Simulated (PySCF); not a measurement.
**29Si chemical shifts**

One conformer, non-relativistic Hamiltonian, averaged over atoms made equivalent by symmetry, fast rotation or ring inversion, gas phase. Shieldings: GIAO PBE0/pcSseg-1; geometry: GFN2-xTB; PySCF 2.14.0 with density-fitted response routines.

Shieldings were converted by a linear fit to measured shifts: 29Si (scatter 8.9 ppm rms, 25.8 ppm with the 6 outliers that the fit left out vs TMS, solution or neat liquid). Occasional misses reach two or three times the rms, and more in compound classes unlike the fitted ones.

**Question.** Give the 29Si shifts of `C=NC[Si@H](Cl)/C=C\C#N`, `C#C[C@H]1C[SiH2]CS1`, `C#C[C@H]1C[SiH2]CS1`.

**Answer.** 
```json
{"compound": "C=NC[Si@H](Cl)/C=C\\C#N", "environment": "silicon bonded to 2 C, Cl, H", "δ (ppm)": "-19.8"}
{"compound": "C#C[C@H]1C[SiH2]CS1", "environment": "silicon bonded to 2 C, 2 H, in a 5-membered ring", "δ (ppm)": "-25.7"}
{"compound": "C#C[C@H]1C[SiH2]CS1", "environment": "silicon bonded to 2 C, 2 H, in a 5-membered ring", "δ (ppm)": "-25.7"}
```

**Question.** Order these by 29Si shift, lowest first.
A. FC(F)(F)S[C@@H]1CC[SiH2]1
B. O=C[SiH2]C1CCC1
C. Cc1cnnc([SiH3])c1Cl
D. CN[C@@H]1CC[SiH2]1

**Answer.** C (-66.3 ppm, silicon bonded to C, 3 H), B (-45.8 ppm, silicon bonded to 2 C, 2 H), D (-37.0 ppm, silicon bonded to 2 C, 2 H, in a 4-membered ring), A (-20.3 ppm, silicon bonded to 2 C, 2 H, in a 4-membered ring).
